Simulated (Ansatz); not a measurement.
Coupled-cluster diagnostics for the cluster Si₅Te₃, Ansatz.

Geometry of the singlet (PBE-D4/def2-SVP):

```xyz
8

Si    2.207    0.131   -0.367
Si    0.801    1.250    1.555
Si   -1.803   -0.987   -1.192
Si   -1.393   -1.613    1.049
Si    0.358    1.931   -0.877
Te   -1.840    0.992    0.613
Te    0.483   -0.315   -2.311
Te    1.186   -1.389    1.529
```

In the def2 sets Te takes a core potential; there is no spin–orbit coupling. Correlated methods freeze 37 core orbitals; core or outer-core shells of Te are correlated, in sets that lack core-valence functions. The structure comes from a short search, and lower isomers may exist.

Task: Estimate the CCSD(T) correlation energy, the shares of MP2 and (T), T1 and the reference's ⟨S²⟩ for: charge 0, singlet, own geometry in def2-SVP; and the rough time on 4 threads of Arm Neoverse V1 on a shared host.

Result: 
```tsv
state	basis	correlation (eV)	MP2 share (%)	(T) share (%)	T1	⟨S²⟩ (pure)	wall time	remarks
charge 0, singlet, own geometry	def2-SVP	-25.191	91.3	6.7	0.023	0.00 (0.00)	1.8 min	large T1
```
Customary marks for T1 are 0.02 (closed shells), 0.045 (open shells) and about 0.05 (3d metals). T1 exceeds 0.02 in 1 of 1 rows and 0.045 in 0; the higher it lies, the less the single-reference result can be trusted.
